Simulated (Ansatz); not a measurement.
A structure drawn as `[Cl][GeH2][Br]`, with this starting geometry:

```xyz
5

Cl    0.5942   -0.6637    1.8733
Ge   -0.0890   -0.1223   -0.0624
Br    0.7331    1.9690   -0.5435
H     0.4047   -1.0778   -1.1452
H    -1.6430   -0.1052   -0.1221
```

Charge 0, multiplicity 1.

(1) Does it keep its bonds when Ansatz relaxes it at PBE-D4/def2-SVP and then PBE0-D4/def2-TZVP?

(2) Give the relaxed structure. (An estimate is asked.)

Atoms count as bonded under 1.1 times the sum of their covalent radii (H–H under 0.85 Å, pairs among N, O and F under 1.55 Å), and a drawn bond as lost past 1.3 times.

## Answers

(1) Yes, every drawn bond is still there and no new one forms.

(2) The calculation gave: 
Z-matrix (Å, degrees):
```
Ge
Cl 1 2.141
Br 1 2.293 2 108.7
H 1 1.529 2 108.0 3 117.3
H 1 1.529 2 108.0 3 -117.3
```
All modes are real.
